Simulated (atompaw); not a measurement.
# u(r) = r·R(r): atom against pseudo-atom (Cu (Z = 29))

Columns: radius, all-electron u(r) and pseudo u(r) of the 3d shell (level -29.63 eV) of copper in the configuration [Ar] 3d9 4s0 4p0; PBE, scalar-relativistic, PAW (atompaw) scheme, atompaw 4.2.0.5.

```csv
r (bohr),all-electron,pseudo
0.088,0.0820,0.0076
0.177,0.3329,0.0579
0.265,0.6038,0.1735
0.354,0.8156,0.3521
0.442,0.9467,0.5579
0.531,1.0094,0.7504
0.619,1.0201,0.8861
0.708,0.9968,0.9491
0.796,0.9535,0.9450
0.885,0.8989,0.8993
0.973,0.8400,0.8400
1.062,0.7793,0.7793
1.150,0.7203,0.7203
1.238,0.6636,0.6636
1.327,0.6093,0.6093
1.415,0.5589,0.5589
1.504,0.5114,0.5114
1.592,0.4678,0.4678
1.681,0.4269,0.4269
1.769,0.3897,0.3897
1.858,0.3550,0.3550
1.946,0.3235,0.3235
2.035,0.2943,0.2943
2.123,0.2678,0.2678
2.212,0.2432,0.2432
2.300,0.2210,0.2210
```

Problem. How many radial nodes do the two functions have?

Solution. The all-electron 3d function has n − l − 1 = 0; the pseudo-wave has 0.

Problem. At about which radius was the pseudo-wave matched?

Solution. 1.00 bohr. The columns agree to 0.0005 from 0.89 bohr on; several derivatives are matched, so the curves merge somewhat inside the radius.

Problem. Is the pseudo-wave norm-conserving?

Solution. No, it belongs to a PAW set: the norm inside the radius is not constrained, and the difference is carried by the augmentation charge.
